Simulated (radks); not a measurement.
Spherical quantum dot in the effective-mass picture: electrons in a parabolic well V = omega^2 r^2 / 2 with omega = 4.85, with a point charge +1 (a donor) at the centre, all in effective atomic units (hartree* = m*/eps^2 hartree, bohr* = eps/m* bohr), one dielectric constant everywhere. Method: non-relativistic Kohn-Sham, exchange-only LDA, spin-polarised, spherical densities; computed with a radial shooting solver with Libxc functionals. Levels are named by radial order and angular momentum (1s, 1p, 1d, 2s, ...), and open shells are averaged over m. Results are scaled to m* = 0.257 and eps = 12.5, for which hartree* = 44.76 meV and bohr* = 2.574 nm.

N = 12, configuration 1s2 1p6 1d(up 2, down 0) 2s2. This is the lowest configuration that the search found. Occupied and some empty levels:

level,occupation,eigenvalue (meV),<r> (nm)
1s up,1,881.61,1.431
1s down,1,885.56,1.423
1p up,3,1063.9,1.951
1p down,3,1069.7,1.947
2s up,1,1232.1,2.076
2s down,1,1236.6,2.081
1d up,2,1240.8,2.307
1d down,0,1247.2,2.307
1f up,0,1423.1,2.597
1f down,0,1429.3,2.600
2p up,0,1437.5,2.401
2p down,0,1441.8,2.404
1g up,0,1610.8,2.850
1g down,0,1616.6,2.854

Energy (meV): total 9471.82, kinetic 2928.3, external 3231.1, Hartree 3813.2, exchange-correlation -500.78.
